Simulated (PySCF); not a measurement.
## Partial charges of 1,1-dimethylpropyl formate

Compound: 1,1-dimethylpropyl formate, C₆H₁₂O₂.
Atom-mapped SMILES: `[CH3:1][CH2:2][C:3]([CH3:4])([CH3:5])[O:6][CH:7]=[O:8]` (hydrogens: H9, H10, H11 on C1; H12, H13 on C2; H14, H15, H16 on C4; H17, H18, H19 on C5; H20 on C7)

Cartesian coordinates in Å at the PBE0-D3(BJ)/def2-SVP level; atoms count from 1:
```xyz
20
C6H12O2 angstrom
C     -1.8752    0.5796    0.6738
C     -0.6468   -0.2495    1.0103
C      0.2758   -0.5745   -0.1720
C     -0.4320   -1.3904   -1.2423
C      1.5326   -1.2945    0.3005
O      0.6443    0.6474   -0.8779
C      1.3037    1.6291   -0.2811
O      1.6830    1.6725    0.8559
H     -2.5482    0.0666   -0.0297
H     -2.4542    0.7942    1.5840
H     -1.5994    1.5455    0.2243
H     -0.9519   -1.2154    1.4469
H     -0.0498    0.2660    1.7763
H     -0.7869   -2.3421   -0.8210
H     -1.2924   -0.8446   -1.6530
H      0.2571   -1.6091   -2.0706
H      1.2577   -2.2688    0.7307
H      2.0622   -0.7100    1.0632
H      2.2113   -1.4742   -0.5467
H      1.4633    2.4450   -1.0198
```

Density: PBE0/pcSseg-1 (PySCF); schemes: Mulliken, IAO, Hirshfeld and ESP-fitted. Isolated species at its PBE0-D3(BJ)/def2-SVP geometry (one conformer only).

Question: Give the atomic charges in each scheme.

Answer: In e:

```tsv
atom	environment	Mulliken	IAO	Hirshfeld	ESP-fitted
C1	methyl carbon	-0.262	-0.409	-0.118	-0.247
C2	chain CH2 carbon	-0.201	-0.264	-0.076	+0.018
C3	sp3 carbon bound to oxygen	-0.239	+0.229	+0.100	+0.755
C4	methyl carbon	-0.166	-0.410	-0.122	-0.610
C5	methyl carbon	-0.172	-0.426	-0.126	-0.714
O6	ester single-bonded oxygen	-0.454	-0.349	-0.090	-0.529
C7	ester carbonyl carbon	+0.439	+0.399	+0.180	+0.603
O8	ester carbonyl oxygen	-0.414	-0.457	-0.241	-0.527
H9	methyl hydrogen	+0.111	+0.131	+0.037	+0.050
H10	methyl hydrogen	+0.122	+0.144	+0.044	+0.076
H11	methyl hydrogen	+0.117	+0.137	+0.032	+0.064
H12	methylene hydrogen	+0.119	+0.133	+0.041	-0.004
H13	methylene hydrogen	+0.147	+0.152	+0.033	+0.029
H14	methyl hydrogen	+0.114	+0.140	+0.046	+0.150
H15	methyl hydrogen	+0.127	+0.144	+0.041	+0.157
H16	methyl hydrogen	+0.122	+0.145	+0.042	+0.154
H17	methyl hydrogen	+0.116	+0.141	+0.046	+0.150
H18	methyl hydrogen	+0.147	+0.159	+0.037	+0.201
H19	methyl hydrogen	+0.119	+0.140	+0.040	+0.193
H20	formyl hydrogen	+0.106	+0.122	+0.057	+0.033
```

Mean size of the charges over all atoms: ESP-fitted 0.263 e, IAO 0.232 e, Mulliken 0.191 e, Hirshfeld 0.077 e. Each set sums to the total charge, 0, to within 0.001 e. The Mulliken scheme counts on each atom the diagonal of the density matrix times the overlap matrix over that atom's basis functions. The IAO scheme counts the electrons in orthogonalised intrinsic atomic orbitals, a minimal basis polarised so that it spans the occupied orbitals exactly.

Lowest charge. The schemes don't all agree: Mulliken O6 (-0.454); IAO O8 (-0.457); Hirshfeld O8 (-0.241); ESP-fitted C5 (-0.714).

Highest charge. The schemes don't all agree: Mulliken C7 (+0.439); IAO C7 (+0.399); Hirshfeld C7 (+0.180); ESP-fitted C3 (+0.755).

Question: How closely do the schemes follow one another over all atoms?

Answer: Correlation coefficient and root-mean-square difference: IAO with Hirshfeld 0.96, 0.172 e; IAO with ESP-fitted 0.88, 0.180 e; Hirshfeld with ESP-fitted 0.88, 0.282 e; Mulliken with IAO 0.85, 0.139 e; Mulliken with Hirshfeld 0.82, 0.153 e; Mulliken with ESP-fitted 0.62, 0.285 e.

Question: How many electrons does the IAO scheme count on C7?

Answer: Z − q = 6 − (+0.399) = 5.601.
